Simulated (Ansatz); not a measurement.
The cluster Be₂Te₂⁻. Charge -1, multiplicity 2. Geometry PBE0-D4/def2-TZVPD; atoms count from 1.

```csv
atom,x (Å),y (Å),z (Å)
Be1,0.366,-0.832,0.652
Be2,-0.366,0.833,-0.652
Te3,0.535,-1.030,-1.615
Te4,-0.535,1.030,1.616
```

In the def2 sets Te takes a core potential; there is no spin–orbit coupling. The structure comes from a short search, and lower isomers may exist.

Estimate the Mulliken populations from the PBE0/def2-TZVPD orbitals of Ansatz.


```csv
atom,charge (e),spin (α − β)
Be1,-0.40,0.64
Be2,-0.40,0.64
Te3,-0.10,-0.14
Te4,-0.10,-0.14
```
Mulliken values depend strongly on the basis. With diffuse functions, as here, like atoms can get unlike values, and bond orders can come out too low or too high.

Where does the spin sit?

Summed by element: Be 1.28, Te -0.28, of 1 unpaired in all. Largest on single atoms: Be2 0.64, Be1 0.64, Te3 -0.14.

And the Mayer bond orders between heavy atoms (over 0.3)?

Be1–Be2 0.60 (2.24 Å); Be1–Te3 1.11 (2.28 Å); Be1–Te4 1.11 (2.28 Å); Be2–Te3 1.11 (2.28 Å); Be2–Te4 1.11 (2.28 Å).
